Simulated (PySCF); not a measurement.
SiHF, SMILES F[SiH] (connectivity only; charge and spin as stated), neutral, multiplicity 1.

Geometry: r2SCAN-D4/def2-TZVPD. The isomer is the one that the SMILES or the coordinates give; other isomers of the formula were not compared.

Two levels are set side by side: TDA-PBE/def2-TZVPD (PySCF) and TDA-M06-2X/def2-TZVPD (PySCF). Vertical, same geometry. The lowest singlet is HOMO→LUMO 97 % with PBE and HOMO→LUMO 96 % with the other functional; states are paired by order. Differences are taken from unrounded values.

| quantity | TDA-M06-2X |
|---|---|
| lowest singlet excitation (eV) | 3.01 |
| lowest triplet excitation (TDA) (eV) | 1.70 |
| first bright state (f over 0.05) (eV) | 5.53 |
| its oscillator strength | 0.09 |

**Question.** What does TDA-PBE give, and how far is it from TDA-M06-2X? (Estimate from the structure and the level; the computed values follow.)

**Answer.** 
```
quantity                               TDA-PBE  TDA-PBE minus TDA-M06-2X
-------------------------------------  -------  ------------------------
lowest singlet excitation (eV)            2.97                     -0.04
lowest triplet excitation (TDA) (eV)      1.59                     -0.11
first bright state (f over 0.05) (eV)     5.30                     -0.23
its oscillator strength                   0.07                     -0.02
```

Rough cost on one machine, each run with all the roots and properties that it gave: TDA-M06-2X against TDA-PBE about 7 times.
